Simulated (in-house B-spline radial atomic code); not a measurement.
A fraction x of an electron is added to 3p in Si, starting from [Ne] 3s2 3p2 and keeping the highest spin. Level of theory: non-relativistic revTPSS, spin-polarised, spherical fractional occupations, point nucleus; calculated with an all-electron radial atomic-structure program (B-spline basis).

| x | E(x) - E(0) (eV) | 3p up level (eV) |
| --- | --- | --- |
| 0 | 0.0000 | -4.682 |
| 0.1 | -0.4344 | -4.009 |
| 0.2 | ? | ? |
| 0.3 | -1.1054 | -2.712 |
| 0.4 | -1.3453 | -2.091 |
| 0.5 | -1.5242 | -1.490 |
| 0.6 | ? | ? |
| 0.7 | -1.7073 | -0.359 |

What belongs in the row x = 0.2?

An energy change of -0.8023 eV; 3p up at -3.352 eV.

What belongs in the row x = 0.6?

An energy change of -1.6440 eV; 3p up at -0.912 eV.

Check Janak's theorem between x = 0.3 and 0.4.

The slope of the energy is -2.40 eV; the orbital levels give -2.40 eV (ε of the filling orbital, averaged over the two points).

Up to what added charge does this functional bind the extra electron?

The highest level rises by about 5.5 eV per electron near x = 0.7 and would reach zero near x = 0.76, so a whole extra electron isn't bound at the basis-set limit.
